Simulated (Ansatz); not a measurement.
Consider the ligand exchange at the In–C bond: `C=[CH][InH][CH3]` + H–F → `C=[CH][InH][F]` + CH₄.

Program: Ansatz. Geometries: PBE0-D4/def2-TZVP. ΔE: electronic, gas phase. CCSD(T)/CBS adds triple-zeta CCSD(T) − MP2 to the extrapolated MP2 energy (def2 sets, frozen cores). This one scheme is used for every species. Functionals use def2-TZVPP. def2 core potentials past Kr. For In outer-core shells are correlated without core-valence functions, which leaves a few kJ/mol of doubt a bond. One conformer a species, not always the lowest.

`C=[CH][InH][CH3]`:

Cartesian coordinates in Å:
```
C -0.885 0.904 -2.209
C -0.325 0.985 -1.003
In -0.025 -0.757 0.206
C 0.890 -0.654 2.152
H -1.047 1.778 -2.840
H -1.212 -0.043 -2.633
H -0.027 1.974 -0.655
H -0.558 -2.250 -0.496
H 0.370 -1.304 2.857
H 1.926 -0.999 2.084
H 0.893 0.366 2.538
```

H–F:

Cartesian coordinates in Å:
```
F -0.007 -0.124 -0.443
H 0.007 0.124 0.443
```

`C=[CH][InH][F]`:

Cartesian coordinates in Å:
```
C 0.109 1.209 0.734
C 0.487 0.593 -0.384
In -0.188 -1.376 -0.725
F -1.296 -1.810 0.847
H -0.532 0.726 1.466
H 0.425 2.225 0.964
H 1.129 1.114 -1.089
H -0.134 -2.681 -1.812
```

CH₄:

Z-matrix (Å, degrees):
```
C
H 1 1.090
H 1 1.090 2 109.5
H 1 1.090 2 109.5 3 -120.0
H 1 1.090 2 109.5 3 120.0
```

```tsv
level	ΔE (kJ/mol)
B97M-V	-128.3
RPA@PBE/def2-TZVPP	-101.5
SCS-MP2/def2-TZVPP	-105.4
CCSD(T)/def2-TZVPP	-101.2
```

Question: What does CCSD(T)/CBS give? (An estimate is asked.)

Answer: Computed: -106.9 kJ/mol. The listed levels differ from it by -21.4, 5.4, 1.5, 5.7 kJ/mol.

Largest T1 diagnostic among the species: 0.015.

At CCSD(T), def2-SVP lies −12.6 kJ/mol from the extrapolated value and def2-TZVPP +5.7 kJ/mol. From r2SCAN to r2SCAN0 (25 % exact exchange), in def2-TZVPP and without D4, ΔE moves by +8.3 kJ/mol. The D4 term adds +4.1 kJ/mol with B3LYP and +2.3 kJ/mol with PBE0; it sums over pairs of atoms, weighted by their polarisabilities, and B3LYP, whose exchange is more repulsive, gets the larger term.

CCSD(T)/CBS has its own doubt, a few kJ/mol and more with outer-core shells, so smaller differences from it don't rank the levels.

B3LYP here is the variant with VWN-RPA as its local correlation; programs differ in this.
